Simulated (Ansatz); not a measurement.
Ansatz results at the PBE0-D4/def2-TZVP geometry: HOMO energy (PBE0/def2-TZVPP) -6.67 eV; LUMO energy (B3LYP/def2-TZVPP) 0.85 eV; HOMO–LUMO gap (PBE/def2-TZVPP) 5.64 eV.

Each molecule was computed in one conformer, which needn't be the lowest.

(1) Which molecule gave them?
A. `CN1CCC1`
B. `C=CNCC`
C. `B/C=C(/C)F`
D. `NC1CCC1`

## Answers

(1) D. The others give `B/C=C(/C)F`: -7.89, -2.07, 4.00; `CN1CCC1`: -6.21, 1.06, 5.44; `C=CNCC`: -5.71, 0.78, 4.64.

B3LYP here is the variant with VWN-RPA as its local correlation; programs differ in this.
